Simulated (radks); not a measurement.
Values are calculated unless marked as measured or tabulated.
Ionisation of the potassium ion K3+, [Ne] 3s2 3p4, to [Ne] 3s2 3p3 as the strength of local exchange is varied. Code: a radial shooting solver on a logarithmic mesh with Libxc functionals. Model: scalar-relativistic Kohn-Sham, Slater X-alpha exchange (alpha = 2/3 is LDA exchange), no correlation, spin-unpolarised, spherical densities, finite nucleus; Fermi nuclear charge, rms radius 3.4349 fm.

alpha  E(K3+) (hartree)  exchange (hartree)  IE (eV)  -e of the level emptied (eV)  <r> of it (bohr)
0.585        -592.56946           -25.50202   59.600                   51.438 (3p)             1.314
0.594        -592.96204           -25.90770   59.800                   51.631 (3p)             1.312
0.667        -596.15374           -29.21311   61.432                   53.207 (3p)             1.298
0.697        -597.46926           -30.57920   62.109                   53.861 (3p)             1.293
0.783        -601.25285           -34.52020   64.072                   55.760 (3p)             1.278
0.905        -606.65195           -40.17413   66.909                   58.511 (3p)             1.257

NIST Atomic Spectra Database: 60.92 eV (semi-empirical). The Delta-SCF value meets it near alpha = 0.64. Spin polarisation and multiplet splitting are left out, so open shells lie too high by an amount that depends on their filling.

Beside tabulated values, note that spin-unpolarised runs miss the spin-polarisation part of the exchange energy of open shells.
